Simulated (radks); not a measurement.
Pm+, 60 electrons, occupied as [Kr] 4d10 4f7 5s2 5p4 6s1 (not the ground configuration). All-electron calculation, Dirac Kohn-Sham, B86b exchange with PBE correlation, spin-unpolarised, spherical densities, finite nucleus; open shells fill j = l - 1/2 first; Fermi nuclear charge, rms radius 4.962 fm. Program: a radial shooting solver on a logarithmic mesh with Libxc functionals.

Normalised radial functions P(r) = r R(r) (large component), r in bohr:

```
   r/bohr * 5p1/2 (the largest magnitude, 0.897, reaches the edge; | marks zero)
 0.002069                             *
 0.002409                             *
 0.002804                             *
 0.003265                             *
 0.003801                             *
 0.004425                             *
 0.005151                             |*
 0.005997                             |*
 0.007037                             |*
 0.008192                             |*
 0.009537                             |*
   0.0111                             | *
  0.01293                             | *
  0.01505                             |  *
  0.01752                             |  *
  0.02039                             |   *
  0.02374                             |   *
  0.02786                             |    *
  0.03243                             |    *
  0.03776                             |     *
  0.04396                             |     *
  0.05117                             |     *
  0.05957                             |     *
  0.06935                             |    *
  0.08074                             |  *
  0.09399                             *
   0.1103                          *  |
   0.1284                        *    |
   0.1495                     *       |
    0.174                    *        |
   0.2026                    *        |
   0.2358                       *     |
   0.2746                           * |
   0.3196                             |   *
   0.3721                             |        *
   0.4367                             |            *
   0.5084                             |            *
   0.5918                             |         *
    0.689                             |  *
   0.8021                        *    |
   0.9337               *             |
    1.087        *                    |
    1.265   *                         |
    1.473  *                          |
    1.729    *                        |
    2.013        *                    |
    2.343              *              |
    2.728                   *         |
    3.175                       *     |
    3.697                          *  |
    4.303                           * |
     5.01                            *|
    5.832                             *
    6.844                             *
    7.968                             *
    9.276                             *
     10.8                             *
    12.57                             *
```

5p1/2: eigenvalue -30.627 eV, 3 radial nodes at r = 0.0960, 0.287, 0.732 bohr, <r> = 1.65 bohr, 90 % of the charge inside 2.42 bohr.
